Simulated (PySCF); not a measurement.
**Kr: ionisation energy**

Kr [Kr] (1S) → Kr⁺ [Ar] 3d10 4s2 4p5 (2P), as a difference of total energies. Calculation: PySCF 2.14, in aug-cc-pVTZ-PP with ECP10MDF (6s5p4d2f, 55 functions); a scalar-relativistic core potential. Correlated levels: valence: 3s2 3p6 3d10 frozen. The calculations carry no spin-orbit coupling.

```json
{"method": "UHF", "ionisation energy (eV)": "13.053"}
{"method": "MP2 (valence)", "ionisation energy (eV)": "14.039"}
{"method": "SCS-MP2 (valence)", "ionisation energy (eV)": "13.954"}
{"method": "CCSD (valence)", "ionisation energy (eV)": "13.911"}
{"method": "CCSD(T) (valence)", "ionisation energy (eV)": "13.960"}
```

Errors of the correlated levels include the incompleteness of this basis and the frozen core.

Task: Which method comes closest to the reference value, and which is furthest?

Result: The reference is 14.222 eV (measured; NIST levels, between the centres of gravity of the two terms). Closest: MP2 (valence) (error -0.183 eV); furthest: UHF (error -1.169 eV).
